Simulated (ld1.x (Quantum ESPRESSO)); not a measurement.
## Before and after: TM potential for zinc (Zn)

- Element: Zn (Z = 30)
- Generator: ld1.x (Quantum ESPRESSO) 7.5
- Type: norm-conserving Troullier–Martins (Kleinman–Bylander form)
- Functional: PBEsol
- Relativity: scalar-relativistic
- Frozen core: [Ar]
- Valence charge: 12
- Reference configuration: 3d10 4s1.5 4p0 (charge +0.5)
- Partial waves: 4p (bound, empty): rc 2.05 bohr; 3d (bound): rc 1.05 bohr; 4s (bound): rc 2.20 bohr
- Local potential: the s channel
- Core correction: none

Change: all radii scaled by about 0.84 (s 1.86, p 1.72, d 0.88 bohr).

Cutoffs: the cutoffs (Ry, on a coarse ladder) from which the occupation-weighted sum of valence levels, in a spherical-Bessel basis at the reference potential, stays within 10 and 1 mRy of its value at 400 Ry; they do not see the model core or the augmentation charge, which bear on the density cutoff. Errors are all-electron minus pseudo energies relative to the spin-unpolarised reference configuration.

Q: Predict the effect on cutoff, ghosts and configuration errors.

A: A bound ghost appears in p, which as a rule spoils a file; of the 7 tests that both files solve, the error grows in 3 and shrinks in 2 by more than 15 % and 0.3 meV (median size 2.7 → 6.3 meV).

```csv
quantity,base,changed
"cutoff, loose",230 Ry,300 Ry
"cutoff, tight",over 300 Ry,over 300 Ry
loose cutoff by channel (10 mRy a level),"d 180 Ry, s 8 Ry","d 230 Ry, s 10 Ry"
bound ghosts,none,p
"error for 3d10 4s2 4p0, meV [ΔE -3.95 eV]",-0.1,-0.7
"error for 3d10 4s1 4p0, meV [ΔE 5.95 eV]",-1.3,-2.0
"error for 3d10 4s0 4p0, meV [ΔE 24.30 eV]",-2.7,-6.3
"error for 3d10 4s1 4p1, meV [ΔE 1.18 eV]",-0.5,+0.1
"error for 3d8 4s0 4p0, meV [ΔE 126.59 eV]",-2071,-1960
"error for 3d9 4s0 4p0, meV [ΔE 64.81 eV]",-368,-307
"error for 3d9 4s2 4p1, meV [ΔE 8.33 eV]",-468,-499
```

 A true bound ghost makes a file unfit for plane-wave use even where its test errors are small: the radial tests pick states by their node count and pass the ghost by.
